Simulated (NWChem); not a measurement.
Everything below was run with NWChem. System: BF (+1), charge 1, spin multiplicity 2, at a geometry optimised with UPBE0/def2-SVP. The structure started from a generated list of species. Its SCF solution wasn't tested for a lower state. Level: URI-MP2/cc-pVTZ, 2 core orbitals frozen.

The NWChem input:

```
start mol
memory heap 200 mb stack 900 mb global 1100 mb
charge 1
geometry units angstroms nocenter noautoz
  B      0.000000     0.000000     0.780897
  F      0.000000     0.000000    -0.433831
  symmetry group C2v
end
basis spherical
  * library cc-pvtz
end
basis "ri-mp2 basis" spherical
  * library cc-pvtz-ri
end
scf
  uhf
  nopen 1
  maxiter 100
  thresh 1e-7
  semidirect memsize 60000000 filesize 0
  # guess.movecs holds the orbitals of an unrestricted PBE0 run
  vectors input guess.movecs output mol.movecs
end
mp2
  freeze core 2
end
task rimp2 energy
```

NWChem printed:

```
             Northwest Computational Chemistry Package (NWChem) 7.3.0
             --------------------------------------------------------

                                NWChem Input Module
                                -------------------

 Scaling coordinates for geometry "geometry" by  1.889725989
 (inverse scale =  0.529177249)

 Turning off AUTOSYM since
 SYMMETRY directive was detected!

                             Geometry "geometry" -> ""
                             -------------------------

 Output coordinates in angstroms (scale by  1.889725989 to convert to a.u.)

  No.       Tag          Charge          X              Y              Z
 ---- ---------------- ---------- -------------- -------------- --------------
    1 B                    5.0000     0.00000000     0.00000000     0.78089700
    2 F                    9.0000     0.00000000     0.00000000    -0.43383100

 Effective nuclear repulsion energy (a.u.)      19.6035459831

            Nuclear Dipole moment (a.u.)
            ----------------------------
        X                 Y               Z
 ---------------- ---------------- ----------------
     0.0000000000     0.0000000000     0.0000113384

      Symmetry information
      --------------------

 Group name             C2v
 Group number             16
 Group order               4
 No. of unique centers     2

      Symmetry unique atoms

     1    2


 Summary of "ao basis" -> "" (spherical)
 ------------------------------------------------------------------------------
       Tag                 Description            Shells   Functions and Types
 ---------------- ------------------------------  ------  ---------------------
 *                          cc-pvtz                   on all atoms

 Summary of "ri-mp2 basis" -> "" (spherical)
 ------------------------------------------------------------------------------
       Tag                 Description            Shells   Functions and Types
 ---------------- ------------------------------  ------  ---------------------
 *                         cc-pvtz-ri                 on all atoms
[...]
 RI-MP2 Calculation Information:
          Nr. of AO basis functions:         60
     Nr. of fitting basis functions:        162
               Nr. of MO spin cases:          2
        Nr. of MOs to be correlated:         58         58
     Nr. of occupied MOs correlated:          5          4
      Nr. of virtual MOs correlated:         53         54

          RI integral approximation: 'V'
    Threshold for Schwarz screening:  1.000E-09
 Smallest eigenvalue retained in fit  1.000E-08
    Type of storage for MO integrals 'EAF library'

 Transformation block size    5, requiring     1 integral passes.
 XForm_3cInts: Completed     1:    5 pass.
 Transformation block size    4, requiring     1 integral passes.
 XForm_3cInts: Completed     1:    4 pass.
 Energy evaluation using block sizes     5    5
 RIMP2_V_E2: Approx. ints. done (    1:    5,    1:    5)
 RIMP2_V_E2: Copy to B done (    1:    5,    1:    5)
 RIMP2_V_E2: Denominators done (    1:    5,    1:    5)
 RIMP2_V_E2: Completed block (    1:    5,    1:    5)
 RIMP2_V_E2: Approx. ints. done (    1:    5,    1:    4)
 RIMP2_V_E2: Copy to B done (    1:    5,    1:    4)
 RIMP2_V_E2: Denominators done (    1:    5,    1:    4)
 RIMP2_V_E2: Completed block (    1:    5,    1:    4)
 RIMP2_V_E2: Approx. ints. done (    1:    4,    1:    4)
 RIMP2_V_E2: Copy to B done (    1:    4,    1:    4)
 RIMP2_V_E2: Denominators done (    1:    4,    1:    4)
 RIMP2_V_E2: Completed block (    1:    4,    1:    4)

          -------------------------------------------
          SCF energy                -123.795292982915
          Correlation energy          -0.290278836349
          Total MP2 energy          -124.085571819265
          -------------------------------------------

 -----------------------
 Performance information
 -----------------------

 Timer overhead =  2.05D-07 seconds/call

               Nr. of calls         CPU time (s)                 Wall time (s)                GFlops
             ---------------    -------------------     ------------------------------   -------------------
Name         Min   Avg   Max    Min     Avg     Max     Min     Avg     Max   Mx/calls   Min     Max     Sum
Overall       1     1     1   0.76    0.76    0.76     0.76    0.76    0.76    0.76      0.0     0.0     0.0
3c integr     2     2     2   0.24    0.24    0.24     0.24    0.24    0.24    0.12      0.0     0.0     0.0
Energy        1     1     1   1.72E-2 1.72E-2 1.72E-2  1.72E-2 1.72E-2 1.72E-2 1.72E-2   0.0     0.0     0.0
3c integr     2     2     2   0.23    0.23    0.23     0.23    0.23    0.23    0.12      0.0     0.0     0.0
First 2/3     6     6     6   1.63E-3 1.63E-3 1.63E-3  1.63E-3 1.63E-3 1.63E-3 2.72E-4   0.0     0.0     0.0
Final 1/3     2     2     2   1.67E-3 1.67E-3 1.67E-3  1.67E-3 1.67E-3 1.67E-3 8.37E-4   0.0     0.0     0.0
Write 3c      2     2     2   5.29E-4 5.29E-4 5.29E-4  5.29E-4 5.29E-4 5.29E-4 2.65E-4   0.0     0.0     0.0
Read 3c i     3     3     3   2.45E-4 2.45E-4 2.45E-4  2.45E-4 2.45E-4 2.45E-4 8.16E-5   0.0     0.0     0.0
Fitting b     1     1     1   1.77E-2 1.77E-2 1.77E-2  1.77E-2 1.77E-2 1.77E-2 1.77E-2   0.0     0.0     0.0
Schwarz i     1     1     1   8.86E-3 8.86E-3 8.86E-3  8.86E-3 8.86E-3 8.86E-3 8.86E-3   0.0     0.0     0.0
Form 4ci      3     3     3   2.48E-3 2.48E-3 2.48E-3  2.48E-3 2.48E-3 2.48E-3 8.26E-4   0.0     0.0     0.0
Form A &      3     3     3   1.26E-2 1.26E-2 1.26E-2  1.26E-2 1.26E-2 1.26E-2 4.21E-3   0.0     0.0     0.0
Denominat     3     3     3   1.54E-4 1.54E-4 1.54E-4  1.54E-4 1.54E-4 1.54E-4 5.14E-5   0.0     0.0     0.0
Pair Ener     3     3     3   8.63E-4 8.63E-4 8.63E-4  8.63E-4 8.63E-4 8.63E-4 2.88E-4   0.0     0.0     0.0

 The average no. of pstat calls per process was 3.30D+01
 with a timing overhead of 6.77D-06s

 Task  times  cpu:        0.8s     wall:        0.8s

 Total times  cpu:        0.8s     wall:        0.8s
```
